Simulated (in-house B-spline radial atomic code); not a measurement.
Results of a calculation; reference values are marked as such.
## Work function and surface energy of Ca in the stabilised jellium model

The positive ions are smeared into a uniform slab; the electrons are solved self-consistently in the LDA (PW92) on a fine grid across the film. Stabilised jellium adds, inside the slab, the constant potential −n de/dn that makes the bulk stable at the metal's density. No lattice, so no dependence on crystal face. Atomic units unless named. The numbers below are for the stabilised model.

Ca: 2 valence electrons per atom, density 1.54 g/cm³, mass 40.08 u, so r_s = 3.27 bohr. Thick-film values are averages over eight films of 5 to 5.44 Fermi wavelengths, one period of the size oscillation.

Across the edge of the background of the film of 5 Fermi wavelengths (z = 0, vacuum at z > 0):

| z (bohr) | n/n_bulk | V − E_F (hartree) |
| --- | --- | --- |
| -10.71 | 0.99 | -0.1721 |
| -8.03 | 1.015 | -0.1726 |
| -5.35 | 0.9766 | -0.1714 |
| -3.75 | 1.055 | -0.1737 |
| -2.14 | 1.007 | -0.1775 |
| -1.07 | 0.7525 | -0.1637 |
| 0.0 | 0.4104 | -0.1011 |
| 1.07 | 0.1703 | -0.02515 |
| 2.14 | 0.06092 | 0.01998 |
| 3.75 | 0.01107 | 0.06318 |
| 5.35 | 0.001839 | 0.08857 |
| 8.03 | 8.386e-05 | 0.1098 |

The electrons that spill out make a dipole barrier Δφ = 1.397 eV. Assemble the work function.

k_F = 1.91916/3.27 = 0.5869, so k_F²/2 = 4.686 eV, and the LDA gives v_xc = -6.209 eV in the bulk; the stabilising potential is -0.441 eV. Measured from the bulk electrostatic potential the Fermi level lies at 4.686 + (-6.209) + (-0.441) = -1.964 eV, so Φ = Δφ − that = 1.397 − (-1.964) = 3.36 eV; the films' Fermi levels give 3.36 eV. Measurement gives 2.87 eV (table in Wikipedia's article on work functions); the other model gives 3.23 eV.

The surface energy has the parts (J/m²): kinetic -0.384, exchange-correlation 0.517, electrostatic 0.091, stabilising term 0.081. What is the total, and what does its sign mean?

The sum is 0.305 J/m². The kinetic part is negative since spilling out relaxes the electrons, while exchange-correlation and electrostatics cost energy, and the stabilising term adds 0.081. A positive total means that making surface costs energy; the other model gives 0.220 J/m².

What barrier would the Schottky-Mott rule give for electrons at a contact to n-type Ge, whose electron affinity is 4.0 eV (NSM archive of the Ioffe Institute)?

Φ_B = Φ − χ is 3.36 − 4.0 = -0.64 eV with the model's value and 2.87 − 4.0 = -1.13 eV with the measured one (the middle, for a range); a negative value would mean an ohmic contact. Real barriers on covalent semiconductors follow the metal only weakly, since states induced in the gap pin the Fermi level.
